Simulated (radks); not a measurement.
Results of a calculation; reference values are marked as such.
Valence configurations of the technetium ion Tc2+ (all share [Kr]). Level of theory: Dirac Kohn-Sham, PBE, spin-unpolarised, spherical densities, finite nucleus; open shells fill j = l - 1/2 first; Fermi nuclear charge, rms radius 4.4112 fm (a radial shooting solver on a logarithmic mesh with Libxc functionals). Energies are relative to 4d5; eigenvalues in eV.

valence          E (eV)  e(4d3/2)  e(4d5/2)  e(5p1/2)  e(5s1/2)
4d5               0.000   -22.605   -22.298         -         -
4d4 5p1          10.146   -26.753         -   -15.072         -
4d4.5 5p0.5       4.776   -24.665   -24.343   -14.204         -
4d4 5s1           4.708   -25.776         -         -   -19.917
4d3 5s2          11.457   -29.149         -         -   -21.486
4d3 5p2          23.100   -31.015         -   -16.761         -
4d3 5s1 5p1      17.251   -30.095         -   -16.252   -22.075
4d3.5 5p1.5      16.302   -28.879         -   -15.932         -
4d3 5s1.5 5p0.5  14.347   -29.626         -   -15.991   -21.784
4d2 5s1 5p2      32.442   -34.438         -   -17.876   -24.112

NIST lists [Kr] 4d5 as the ground configuration; this level of theory agrees among the configurations tried. The energies are those of spherical spin-averaged densities, not of single terms.
